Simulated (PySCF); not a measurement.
# How methods differ on the ionisation energy of C(3+)

C(3+) [He] 2s1 [2s1/2^1, M_J = 1/2] → C(4+) 1s2, as a difference of total energies. Calculation: PySCF 2.14, in x2c-TZVPall-2c (5s3p2d1f, 31 functions); the two-component X2C-1e Hamiltonian. Correlated levels: 1s2 frozen. "Screened" scales the spin-orbit matrix elements by Boettger's factors to mimic the two-electron term; Breit and QED terms are absent.

```csv
method,ionisation energy (eV),error (eV)
GHF (screened spin-orbit),64.365,-0.129
GMP2 (screened spin-orbit),64.365,-0.129
GCCSD (screened spin-orbit),64.365,-0.129
GCCSD(T) (screened spin-orbit),64.365,-0.129
```

Reference: 64.494 eV (measured; NIST Atomic Spectra Database, ionization energies).

Errors of the correlated levels include the incompleteness of this basis and the frozen core.
